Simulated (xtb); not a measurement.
C₅H₁₂, SMILES CCCCC. All values are semi-empirical tight-binding results from xtb (GFN2-xTB unless named), good for trends rather than for accurate numbers. Coordinates come from a GFN2-xTB optimisation. The values are those of a single conformer.

Optimised geometry:

```xyz
17

C      2.3549     0.5135     0.3093
C      0.9751    -0.1044     0.5007
C      0.0875     0.1132    -0.7230
C     -1.2681    -0.5871    -0.6249
C     -2.1726     0.0014     0.4519
H      2.8590     0.0668    -0.5454
H      2.9717     0.3568     1.1914
H      2.2720     1.5842     0.1347
H      1.0802    -1.1767     0.6825
H      0.5061     0.3389     1.3806
H     -0.0705     1.1847    -0.8676
H      0.6119    -0.2640    -1.6050
H     -1.7724    -0.5048    -1.5909
H     -1.1107    -1.6497    -0.4251
H     -3.1494    -0.4768     0.4269
H     -1.7494    -0.1471     1.4419
H     -2.3096     1.0688     0.2917
```

| Quantity | Result |
|---|---|
| orbital gap | 13.56 eV |
| dipole moment | 0.02 D |
| zero-point energy | 99.9 kcal/mol |
| G − E(el) at 298.15 K (modified RRHO) | 80.8 kcal/mol |
| static polarisability (D4 model) | 63.5 bohr³ |
| solvation energy, GFN2-xTB/ALPB(water) | -0.1 kcal/mol |
| solvation energy, GFN2-xTB/ALPB(octanol) | -2.9 kcal/mol |

Computed IR lines (harmonic; lines under 4 % of the strongest left out, lines within 3 cm⁻¹ merged):
ν (cm⁻¹): 776 (w), 2957 (w), 2961 (w), 2969 (w), 2977 (s), 2990 (m), 3028 (vs), 3033 (m), 3036 (m), 3045 (m) (against the strongest line: vs over 80 %, s over 45 %, m over 15 %, w over 4 %, vw less)

Question: Give the atomic charges and the Wiberg bond orders between heavy atoms. (Estimate from the structure and the level; the computed values follow.)

Answer: charges (e) C1 -0.10, C2 -0.05, C3 -0.06, C4 -0.05, C5 -0.10, H6 0.03, H7 0.03, H8 0.03, H9 0.03, H10 0.03, H11 0.03, H12 0.03, H13 0.03, H14 0.03, H15 0.03, H16 0.03, H17 0.03. Bond orders C1–C2 1.02, C2–C3 1.01, C3–C4 1.01, C4–C5 1.02.
